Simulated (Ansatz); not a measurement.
Reading a saddle point

A first-order saddle point of GaH5S, singlet, PBE0-D4/def2-TZVP, with one imaginary mode of 1094i cm⁻¹:

```
7
angstrom
Ga -0.7959 -0.3429 -0.2923
H 0.4262 0.2105 -1.3792
H -0.9958 -1.8643 -0.5308
H -1.7780 0.8215 0.0127
H 1.0074 0.1482 -0.4256
S 1.1806 -0.1345 1.1720
H 0.9557 1.1614 1.4432
```

Program: Ansatz 0.2.0. Basis: def2-TZVPP and def2-QZVPP. Cores are frozen in the correlated methods. Filled d shells of the heavier atoms are correlated. The def2 sets are not built for correlating such inner shells, so the correlated values are less sure here. Extrapolation: Hartree–Fock as exp(−7.88 √X), correlation as X^−2.97.

Which contacts change along the imaginary mode, and what lies on either side? (A judgement: the text doesn't fix the answer.)

By the calculation: The step is GaH₃ + H₂S → GaH₃S ([SH][GaH2]) + H₂, with the molecules in contact on both sides. Shortening one way: Ga1–S6, H2–H5; lengthening the same way: Ga1–H2, H5–S6.
```
  pair  one side (Å)  saddle (Å)  other side (Å)
Ga1–S6          2.60        2.47            2.20
 H2–H5          3.20        1.12            0.75
Ga1–H2          1.58        1.73            2.79
 H5–S6          1.34        1.63            3.44
```

Which side is lower, and how far does the saddle lie above each? (Judge from chemistry; the value comes from the calculation.)

Computed: The side with Ga1–S6, H2–H5 short is lower by 10.90 kcal/mol; the saddle lies 29.25 kcal/mol above it and 18.35 kcal/mol above the other (CCSD(T) at an estimated basis limit (MP2 extrapolated from triple and quadruple zeta, plus CCSD(T) − MP2 in triple zeta); electronic energies).

The T1 diagnostic stays at or below 0.014.

Exchanges of this kind with a chalcogen hydride build sulfide and selenide films.

Labels in which every atom is bracketed show which atoms are joined, not bond orders.

For scale, one of the runs: CCSD(T)/def2-TZVPP, 160 basis functions, launched by `ansatz run in.yaml --threads 2 --pin off --events-out ev --progress --plain --max-ram 4352MiB`. Time: 29 s of wall clock on 2 CPU threads of an Arm Neoverse V1; the host was shared. Peak host memory: 1.1 GiB.
